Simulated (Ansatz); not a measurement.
`C[Si](N)(O)[SiH3]` → `CO[SiH2][SiH2]N`  (isomerisation)

Gas-phase electronic energies from Ansatz, PBE0-D4/def2-TZVP geometries. CCSD(T)/CBS adds triple-zeta CCSD(T) − MP2 to the extrapolated MP2 energy (def2 sets, frozen cores). Functionals use def2-TZVPP. One conformer a species, not always the lowest.

Task: Is it downhill or uphill in electronic energy at CCSD(T)/CBS, and by how much? (An estimate is asked.)

Result: The calculation gave: Uphill: ΔE = +133.1 kJ/mol.

Task: What do these levels give: PBE-D4, PBE0, HF/def2-TZVPP, SCS-MP2/def2-QZVPP, HF/CBS(def2), MP2/CBS(def2)? (Best estimate.)

Result: Ansatz gave: PBE-D4 129.4, PBE0 129.9, HF/def2-TZVPP 112.7, SCS-MP2/def2-QZVPP 128.2, HF/CBS(def2) 112.4, MP2/CBS(def2) 139.5 kJ/mol.

Largest T1 diagnostic among the species: 0.012.

In def2-TZVPP, CCSD(T) changes the Hartree–Fock value by +16.9 kJ/mol (the triples alone add +1.6 kJ/mol) and MP2 by +23.3 kJ/mol.
